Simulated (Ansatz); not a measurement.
# Two structures, one formula

Two relaxed structures of BSiH$_{2}$I, singlet (PBE0-D4/def2-TZVP; forces vanish, vibrations not checked).

A:

```xyz
5
angstrom
Si -0.3103 0.6175 -0.6157
B 0.5188 -0.6292 0.4876
I 1.8956 -1.9146 1.2651
H -1.5246 0.0426 -1.2536
H -0.5795 1.8837 0.1167
```

B:

```csv
atom,x (Å),y (Å),z (Å)
Si1,0.1736,1.2790,-0.5842
B2,0.5152,-0.2343,0.3767
I3,0.9438,-2.0279,1.3848
H4,1.0629,0.8814,0.8266
H5,-0.6944,0.2825,0.5080
```

Computed with Ansatz 0.2.0 (basis: def2-TZVPP); correlated methods freeze the cores. Filled d shells of the heavier atoms are correlated. Core potentials replace the inner electrons of the atoms past krypton. The def2 sets are not built for correlating such inner shells, so the correlated values are less sure here. B3LYP uses VWN-RPA correlation.

(1) Which structure is lower at CCSD(T), and by how much? (Judge from chemistry; the value comes from the calculation.)

The T1 diagnostic stays at or below 0.017. The restricted Hartree–Fock reference is unstable towards an unrestricted one at one or more of these structures. A large double-excitation amplitude points to some diradical character; no triplet was computed.

Results:

(1) The calculation gives: B, by 0.774 eV (electronic energy, against the other). By their contacts, A is BSiH₂I ([SiH2][B][I]) and B is BSiH₂I ([I][B]12[H][Si]1[H]2).

All methods give the same order:

| method | E(B) − E(A) (eV) |
| --- | --- |
| PBE-D4 | -0.861 |
| r2SCAN-D4 | -0.797 |
| PBE0-D4 | -0.924 |
| B3LYP-D4 | -0.745 |
| wB97M-V | -1.026 |
| HF | -0.646 |
| MP2 | -0.928 |
| CCSD | -0.801 |
| CCSD(T) | -0.774 |

Labels in which every atom is bracketed show which atoms are joined, not bond orders.

For scale, one of the runs: CCSD(T)/def2-TZVPP, 151 basis functions, launched by `ansatz run in.yaml --threads 2 --pin off --events-out ev --progress --plain --max-ram 4352MiB`. Time: 17 s of wall clock on 2 CPU threads of an Intel Xeon Platinum 8488C; the host was shared. Peak host memory: 1.1 GiB.
